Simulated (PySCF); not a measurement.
C6H7O3 (doublet state).
Geometry (GFN2-xTB, Å), atoms numbered from 1 in this order:
```xyz
16
C6H7O3 angstrom
C     -2.6264   -0.6753   -0.3560
C     -1.3939   -0.3353   -0.1914
C     -0.1089    0.0302   -0.0114
C      0.9271   -0.8704   -0.2691
O      2.2199   -0.4965   -0.0842
C      3.1912   -1.3724   -0.3262
O      3.0545   -2.5043   -0.7045
O      0.2467    1.2779    0.4245
C     -0.8136    2.1657    0.6759
H     -3.1453   -0.5461   -1.2983
H     -3.2167   -1.1264    0.4326
H      0.7373   -1.8742   -0.6149
H      4.1577   -0.8878   -0.1222
H     -0.3551    3.0955    1.0067
H     -1.4045    2.3463   -0.2285
H     -1.4776    1.7822    1.4581
```

The hyperfine couplings belong to this conformer and change with its torsions.

The species is `C=[C]/C(=C/OC=O)OC` [radical].

Method: UKS B3LYP, pcH-1 on C H O, non-relativistic, mean-field spin-orbit, GIAO in PySCF 2.14.0. Isolated species at its GFN2-xTB geometry (one conformer only). The geometry wasn't refined by DFT: couplings that depend on bond lengths, twists or pyramidal angles can differ widely from those at the functional's own minimum. Stability of the SCF solution: not tested. ⟨S²⟩ is 0.773 where a pure state has 0.75.

(1) What is the g tensor, term by term?

(2) Average each term over the three axes. Which is largest in size?

(3) What effective moment and Curie constant follow for a powder?

(4) In a frozen sample, at which fields do the three g values resonate at 9.5, 34, 94 and 263 GHz (hyperfine left aside), and which band first spreads them over more than twice a line width of 0.5 mT?

## Answers

(1) 
| Δg (ppm) | 1 | 2 | 3 |
| --- | --- | --- | --- |
| relativistic mass correction | -162 | -162 | -162 |
| gauge correction | 39 | -2 | 35 |
| orbital Zeeman/spin–orbit | -106 | -21 | 1001 |
| total | -229 | -185 | 874 |

So g = 2.00209, 2.00213, 2.00319 and g_iso = 2.00247; the tensor is close to axial: the two nearest values differ by 4 % of g3 − g1. Axes: g1 points within 10° of the C4–O5 bond.

(2) The orbital-Zeeman/spin–orbit term 292, the mass correction -162 and the gauge correction 24 ppm, for a total of 153 ppm. The orbital-Zeeman/spin–orbit term is the largest in size. The mass correction is the same along every axis, so the anisotropy comes from the other two: their spans along these axes are 41 (gauge) and 1107 ppm (orbital Zeeman/spin–orbit).

(3) With the mean of g² = 4.0099 and S(S+1) = 0.75: μ_eff = √(⟨g²⟩S(S+1)) = 1.734 μB and χT = 0.12505·⟨g²⟩·S(S+1) = 0.376 cm³ K/mol (cgs; spin-Hamiltonian part alone).

(4) 
```
band    GHz  B(g3) mT  B(g2) mT  B(g1) mT  spread mT
   X    9.5    338.84    339.01    339.02       0.19
   Q   34.0   1212.68   1213.32   1213.34       0.67
   W   94.0   3352.69   3354.46   3354.54       1.85
   J  263.0   9380.40   9385.36   9385.57       5.17
```

The spread grows in proportion to the frequency. W band is the first where it exceeds 1.0 mT.

The largest Mulliken spin populations are on C4 (+0.66), C2 (+0.51), C3 (-0.20) and C1 (-0.10). The angles at C4 add up to 360.0°, so it is planar; its axial dipolar tensor and the negative coupling of its proton fit spin in a p orbital normal to that plane.

The HOMO–LUMO gaps are 4.46 eV among the α and 4.45 eV among the β orbitals.

The SMILES draws the unpaired electron on C2; the largest computed Mulliken spin population is on C4 (0.66 against 0.51).
